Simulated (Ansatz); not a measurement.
Coupled-cluster run, CH₆F₂Si₂, SMILES `FC[SiH](F)[SiH3]`.

```yaml
crystal:
  periodic: [false, false, false]
  atoms:
    - {symbol: F, position_ang: [-2.127272, -0.060783, -0.666783]}
    - {symbol: C, position_ang: [-1.421238, 0.971854, -0.052356]}
    - {symbol: Si, position_ang: [0.425759, 0.678142, -0.353420]}
    - {symbol: F, position_ang: [1.211494, 1.800024, 0.490418]}
    - {symbol: Si, position_ang: [1.065156, -1.463687, 0.352220]}
    - {symbol: H, position_ang: [-1.763833, 1.921925, -0.474656]}
    - {symbol: H, position_ang: [-1.663306, 0.969067, 1.015330]}
    - {symbol: H, position_ang: [0.734254, 0.898143, -1.791035]}
    - {symbol: H, position_ang: [0.429363, -2.479764, -0.526517]}
    - {symbol: H, position_ang: [2.543297, -1.603627, 0.270296]}
    - {symbol: H, position_ang: [0.631629, -1.688396, 1.757103]}
basis:
  gaussian: {orbitals: def2-TZVPP}
correlation: {method: ccsd_t}
output: {orbitals: {seedname: orbitals}}
```

```sh
$ ansatz run in.yaml --threads 4 --pin off --events-out ev --progress --plain --max-ram 10444MiB
```

The program prints (abridged):

```
Functional definition: HF
1544 factors; integrals over basis functions are off by at most 1.1e-3 eV
mean field evaluation 1: about -22263.4159 eV, gradient 3.4e1 eV
mean field evaluation 2: about -22263.6654 eV, gradient 3.4e1 eV
mean field evaluation 4: about -22266.4897 eV, gradient 3.8e0 eV
mean field evaluation 8: about -22266.5560 eV, gradient 1.9e-1 eV
mean field evaluation 16: about -22266.5562 eV, gradient 1.6e-6 eV
mean field -22266.55618302 eV, -818.2808469119 hartree, gradient 1.6e-6 eV, S^2 0.000000; 0 other end points of the search recorded, 0 dependent functions left out
13 core orbitals not correlated: weight in the atoms' cores, before any rotation towards them, 1.000 or more for the frozen orbitals, at most 0.000 for the correlated occupied ones
reference -22266.55618302 eV, -818.2808469119 hartree; 16, 16 occupied and 232, 232 virtual orbitals, 1544 factors
second order -24.87732887 eV of doubles, -0.00000000 eV of singles
cycle   1  -25.47023699 eV  change   -5.9e-1 eV  update   1.1e-1
cycle   2  -26.08639297 eV  change   -6.2e-1 eV  update   3.4e-2
cycle   3  -26.23136266 eV  change   -1.4e-1 eV  update   1.7e-2
cycle   4  -26.21607333 eV  change    1.5e-2 eV  update   3.7e-3
cycle   5  -26.21414120 eV  change    1.9e-3 eV  update   1.6e-3
cycle   6  -26.21501499 eV  change   -8.7e-4 eV  update   4.7e-4
cycle   7  -26.21469829 eV  change    3.2e-4 eV  update   1.7e-4
cycle   8  -26.21459742 eV  change    1.0e-4 eV  update   5.1e-5
cycle   9  -26.21462206 eV  change   -2.5e-5 eV  update   2.2e-5
perturbative correction -0.83259170 eV, -0.0305971808 hartree
Total energy: -22293.60339678 eV, -819.2748136845 hartree
```

Run time 110 s (4 threads of an Intel Xeon on a shared host); peak host memory 6.1 GiB.

Correlation energy per correlated electron: -0.845 eV. T1 diagnostic: 0.0122.
